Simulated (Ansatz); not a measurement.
Species: SnH$_{4}$ (charge -1, doublet). 
Coordinates optimised at B3LYP-D3(BJ)/def2-TZVP (Ansatz, a quantum-chemistry and plane-wave program):
```xyz
5

Sn    -0.0308     0.0081     0.0162
H     -0.5291     1.4111    -1.2094
H      0.3236    -1.1557    -1.2774
H      0.1340    -1.3066     1.4173
H      1.6090     0.6445     0.2606
```
Charge -1, spin multiplicity 2.

Basis-set convergence of Hartree-Fock and CCSD correlation energies (hartree) with Ansatz. Cores are frozen in the correlated levels unless marked. UHF or UKS for open shells. No spin-orbit coupling. Frozen are the shells of the preceding noble gas and the d and f shells that filled before the atom's block. Past Kr the def2 sets carry scalar-relativistic core potentials.

```csv
basis,functions,E(HF),"E(corr, CCSD)"
def2-SVPD,64,-215.58358,-0.15503
def2-TZVPPD,124,-215.59580,-0.17594
def2-QZVPPD,220,-215.59814,-0.18282
```

Extrapolating the two largest sets (X = 3 and 4) as X^-3: E(corr) = (64·(-0.18282) - 27·(-0.17594))/37 = -0.1878 Eh, an estimate of the basis-set limit. The largest set recovers 97.3 % of it, the smallest 82.5 %.
